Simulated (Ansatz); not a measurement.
Start from `[F][GaH][SiH3]` and change one element to get `[F][InH][SiH3]`.

Ansatz, PBE0-D4/def2-TZVP geometries, multiplicity 1. 

Elements past krypton have def2 core potentials. Scalar relativity is left out up to krypton.

| property | `[F][GaH][SiH3]` |
| --- | --- |
| LUMO energy (B3LYP/def2-TZVPP) / eV | -2.22 |
| HOMO–LUMO gap (PBE/def2-TZVPP) / eV | 4.12 |
| LUMO energy (PBE/def2-TZVPP) / eV | -2.73 |
| HOMO–LUMO gap (ωB97M-V/def2-TZVPP) / eV | 9.85 |
| HOMO–LUMO gap (B3LYP/def2-TZVPP) / eV | 5.62 |
| HOMO energy (ωB97M-V/def2-TZVPP) / eV | -10.07 |

(1) What does the change do to each property? (Estimate.)

## Answers

(1) Ansatz gave: 
| property | `[F][InH][SiH3]` | shift |
| --- | --- | --- |
| LUMO energy (B3LYP/def2-TZVPP) / eV | -2.32 | -0.10 |
| HOMO–LUMO gap (PBE/def2-TZVPP) / eV | 3.99 | -0.13 |
| LUMO energy (PBE/def2-TZVPP) / eV | -2.75 | -0.02 |
| HOMO–LUMO gap (ωB97M-V/def2-TZVPP) / eV | 9.42 | -0.43 |
| HOMO–LUMO gap (B3LYP/def2-TZVPP) / eV | 5.39 | -0.23 |
| HOMO energy (ωB97M-V/def2-TZVPP) / eV | -9.91 | 0.16 |

With PBE0 the HOMO rises by 0.14 eV and the LUMO falls by 0.09 eV, so the gap narrows by about 0.23 eV. PBE moves the HOMO by 0.12 eV and ωB97M-V by 0.16 eV.

B3LYP here is the variant with VWN-RPA as its local correlation; programs differ in this.
